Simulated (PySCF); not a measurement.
# Simulated characterisation data

[PySCF 2.14: NMR shieldings at PBE0/pcSseg-1/GIAO; geometry: GFN2-xTB; gas phase; relativity neglected; averaged over atoms made equivalent by symmetry, fast rotation or ring inversion; one conformer]

δ = σ(ref) − σ, references computed at the same level: 1H (σref 31.72), 13C (σref 186.93) against TMS. Splittings of carbon signals by F and P are missing where no couplings were computed. Where no couplings were computed, multiplicities follow the n + 1 count of equivalent neighbours, and m marks all less simple cases (inequivalent or close neighbours, rings, F or P nearby). Shifts are as computed. Against solution values, carbons near 30 ppm lie about +3 ppm off and those near 130 ppm about +5 ppm. Of 1309 compounds with measured shifts, 239 miss one by over three times the rms of a fit or turn the order of signals round; such compounds aren't used in these exercises.

Compound 1 (C$_{6}$H$_{12}$O$_{2}$Si$_{2}$). 1H NMR (500 MHz, computed): δ 6.41 (s, 1H), 5.08 (s, 3H), 4.17 (s, 3H), 4.03 (m, 1H), 3.42 (m, 2H), 2.83 (m, 2H). 13C{1H} NMR (computed): δ 213.8 (C), 152.2 (CH), 121.4 (C), 54.9 (CH2), 20.9 (CH). Structure: SMILES O=C1CC(/C([SiH3])=C\O[SiH3])C1.

Compound 2 (CH$_{13}$PSi$_{4}$). 1H NMR (500 MHz, computed): δ 4.32 (m, 2H), 3.56 (s, 6H), 0.97 (m, 2H), 0.36 (s, 3H). 13C{1H} NMR (computed): δ -4.5. Structure: SMILES C[Si]([SiH3])([SiH3])[SiH2]P.
